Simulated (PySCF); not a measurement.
Gas-phase reaction: 2 GeF3 + 2 GeO2 ⇌ 2 Ge2O2 + 3 F2

Method: PySCF energies (xtb for GFN2) plus ideal-gas RRHO corrections (1 bar). † marks an energy on the PBE0/def2-TZVP geometry and frequencies; other levels use their own. MP2 freezes the core. 6-31G* has spherical d functions here. Open shells (unrestricted): GeF3 (multiplicity 2); the rest are closed-shell singlets. GFN2 has no spin-polarisation term. B3LYP is the form with VWN-RPA correlation. Ge: all electrons, no relativistic terms. GeF3, GeO2, Ge2O2: computed as isolated molecules; such fragments, hydroxides, amides, oligomers or adducts are transient or little studied in the gas. MP2 isn't extrapolated to the basis-set limit.

| level | ΔH°(298 K), kJ |
|---|---|
| B3LYP/6-31G* | 983 |
| GFN2-xTB | ? |
| MP2/def2-SVP† | 1244 |
| PBE0/def2-TZVP | ? |
| ωB97X-V/def2-TZVP† | 1082 |

**Question.** Fill in the missing entries.

**Answer.** 
- GFN2-xTB, ΔH°(298 K), kJ: 903
- PBE0/def2-TZVP, ΔH°(298 K), kJ: 1100
